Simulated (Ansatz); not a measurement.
Harmonic frequencies (cm⁻¹) at PBE0-D4/def2-TZVP from Ansatz: 109, 176, 195, 204, 220, 230, 232, 373, 431, 720, 766, 798, 835, 3923, 3928.

Each molecule was computed in one conformer, which needn't be the lowest.

(1) Which molecule is it?
A. `[OH][Ti]([Cl])([Cl])[Cl]`
B. `[NH2][Ti]([OH])([F])[Cl]`
C. `[OH][Ti]([OH])([OH])[I]`
D. `[OH][Ti]([OH])([F])[F]`

Answers

(1) D.
